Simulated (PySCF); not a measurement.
Bi(Me)2(OH) (C2H7BiO), SMILES [CH3][Bi]([OH])[CH3].

Geometry: PBE-D3(BJ)/def2-SVP. The structure was generated by enumeration; whether it is a known compound was not checked. The def2 effective core potentials stand for the cores of Bi; spin–orbit coupling is left out. The values are those of a single conformer.

Level of theory: PySCF with CAM-B3LYP/def2-TZVP.

Problem. Estimate the frontier levels, gap, dipole moment and polarisability. (Estimate from the structure and the level; the computed values follow.)

Solution. 
- highest occupied level: -8.39 eV
- lowest empty level: 0.11 eV
- orbital gap: 8.50 eV
- dipole moment: 2.55 D
- quadrupole, principal values (traceless, Buckingham form, about the centre of nuclear charge): -7.53, 1.19, 6.33 D·Å
- mean static polarisability: 77.5 bohr³ (11.48 Å³)
- polarisability, principal values: 68.1, 80.0, 84.4 bohr³
